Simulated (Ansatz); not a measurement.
The first iterations of a band of a periodic cell of 17 atoms, Be₁₆H (host Be, host structure hcp, interstitial H).

Method: DFT PBE, scalar-relativistic, plane waves, PAW (Ansatz). Settings: cutoff 420 eV, k mesh 4x4x3, gaussian smearing 0.05 eV, no spin polarisation.

* movable images: 3
* climbing image: yes
* spring: 5.0 eV/Å²
* optimiser: quadratic models (default)
* start path: IDPP
* force threshold: 0.05 eV/Å
* iteration limit: 80
* end points: relaxed

First end point:

```xyz
17
Lattice="-2.2900 -3.9664 0.0000 3.4350 -1.9832 0.0000 0.0000 0.0000 7.1769" Properties=species:S:1:pos:R:3
Be 0.011 -3.976 -0.017
Be -0.009 -2.693 1.770
Be 0.015 -3.978 3.601
Be -0.002 -2.656 5.385
Be -1.156 -1.989 0.004
Be 2.261 -2.629 1.768
Be -1.184 -2.014 3.619
Be 2.306 -2.656 5.407
Be 1.124 -1.974 -0.018
Be 1.180 -0.633 1.770
Be 1.170 -2.000 3.621
Be 1.152 -0.657 5.385
Be -0.002 0.009 0.004
Be 1.126 -4.619 1.787
Be 0.006 0.046 3.619
Be 1.129 -4.621 5.405
H -0.004 -1.325 2.695
```

Last end point:

Only the atoms that move by more than 0.05 Å are listed.
```
Be2 -0.008 -2.689 1.822
Be6 2.263 -2.627 1.824
Be7 -1.154 -1.986 3.588
Be9 1.172 -1.997 -0.029
Be10 1.182 -0.630 1.822
Be11 1.126 -1.971 3.610
Be13 0.006 0.049 -0.027
H17 0.000 -1.318 0.896
```

| iteration | highest image above the first end (eV) | largest band force component (eV/Å) |
| --- | --- | --- |
| 1 | 0.655 | 1.354 |
| 2 | 0.510 | 0.815 |

**Question.** Does the band converge within its limit, and where does its top end?

**Answer.** The run converged. It ended after 8 iterations with the highest image 0.410 eV above the first end. By the program's own check the climbing image is of a kind that is not told: the force calls were inconclusive, a negative curvature could not be distinguished from the path's own, the only one lies far off the path, or fixed occupations may fill a level only in part (lowest curvatures found: -2.71 and 2.19 eV/Å²). Limits of this set-up: coarse k mesh, odd electron count without spin.

Run time: 7.5 min on 1 thread of Arm Neoverse V1 (shared host), peak memory 0.54 GiB.
